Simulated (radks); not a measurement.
Results of a calculation; reference values are marked as such.
Problem. Excited configurations of Al IV: one electron is placed in a higher orbital outside [He] 2s2 2p5. The ground configuration is [Ne]. Code: a radial shooting solver on a logarithmic mesh with Libxc functionals. Model: non-relativistic Kohn-Sham, TPSS, spin-polarised, spherical densities, point nucleus; open shells are filled with parallel spins first; meta-GGA in the generalised Kohn-Sham scheme. Excitation = E - E(ground); binding = E(ion) - E, where the ion is the core of charge +4; n* = 4/sqrt(2 binding) in atomic units, and the quantum defect is n - n*.

outer orbital  excitation (eV)  binding (eV)     n*  quantum defect  eigenvalue (eV)  <r> (bohr)
3s                      77.112        43.566  2.235           0.765          -38.818       1.917
3p                      85.005        35.673  2.470           0.530          -31.287       2.101
4p                      102.17        18.506  3.430           0.570          -16.411       4.275
6p                      113.06         7.615  5.347           0.653           -6.871       10.74
7p                      115.19         5.485  6.300           0.700           -4.971       15.05

Estimate the row for 5p.

Solution. excitation (eV) 109.38; binding (eV) 11.295; n* 4.390; quantum defect 0.610; eigenvalue (eV) -10.128; <r> (bohr) 7.147. The Delta-SCF ionisation energy is 120.68 eV (NIST Atomic Spectra Database: 119.99 eV, measured). Self-interaction in the functional shifts the binding energies and quantum defects, so they are the method's values and not measured ones. Open shells are spherical and high-spin; term and fine-structure splittings are not resolved.
